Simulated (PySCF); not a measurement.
## What settings do to a single point of [Dy(NH3)3]3+

The sound run of [Dy(NH3)3]3+ (singlet in the valence; each metal's 4f electrons, 9 of them, lie in its core potential, out of spins and levels) uses PySCF 2.14.0, RKS B3LYP, Dy lcecp-1-SVP with ECP55, N def2-SVP, H def2-SVP; non-relativistic Hamiltonian with scalar-relativistic core potentials where named; density fitting; no spin-orbit coupling, grid (50, 194), threshold 1e-8 Eh and 55 cycles, at the relaxed geometry:

```xyz
13

Dy    0.0000    0.0000   -0.7875
N     2.2767   -0.0005    0.0063
H     2.4883   -0.6391    0.7981
H     2.9845   -0.2758   -0.7047
H     2.6369    0.9133    0.3442
N    -1.1379    1.9720    0.0063
H    -0.6907    2.4745    0.7981
H    -1.2534    2.7226   -0.7047
H    -2.1094    1.8270    0.3442
N    -1.1388   -1.9714    0.0063
H    -1.7976   -1.8354    0.7981
H    -1.7311   -2.4468   -0.7047
H    -0.5275   -2.7403    0.3442
```

There Dy1 has a Mulliken charge of 1.77 e and the dipole about the centre of mass is 2.80 D. Each run below changes one thing and starts from free metal ions and neutral atoms unless it says otherwise; with 55 cycles, smearing, a level shift and second-order steps follow where DIIS fails, and their cycles count. Energy shifts count from the sound run. On f atoms grids over 110 angular points are at least (60, 302).

```csv
change,outcome,cycles,energy shift (eV),largest force component (eV/Å),charge on Dy1 (e),dipole about the centre of mass (D)
start from a density of up to 30 smeared cycles (not counted),converged,6,0.0000,0.01,1.77,2.80
"grid (15, 26)",converged,9,0.93,1.56,1.78,2.79
"H13 put 0.8 Å from Dy1, limit 89 cycles",converged,24,38.35,118.35,1.86,3.80
all coordinates × 0.94,converged,8,1.13,2.90,1.71,2.78
```

Q: How does the run with this change end: threshold 1e-06?

A: outcome converged, cycles 7, energy shift (eV) 0.0000, largest force component (eV/Å) 0.01, charge on Dy1 (e) 1.77, dipole about the centre of mass (D) 2.80.

Unsound on purpose, so not properties of the compound: grid (15, 26); H13 put 0.8 Å from Dy1, limit 89 cycles.

Forces carry noise of the integration grid, about 0.01 to 0.03 eV/Å.

A frequency check found unstable modes (3, the lowest at -29 cm⁻¹), so the relaxed geometry is a saddle point, or these are noise. An lcecp potential fixes the number of 4f electrons, so in runs with it no electron can move into or out of that shell.
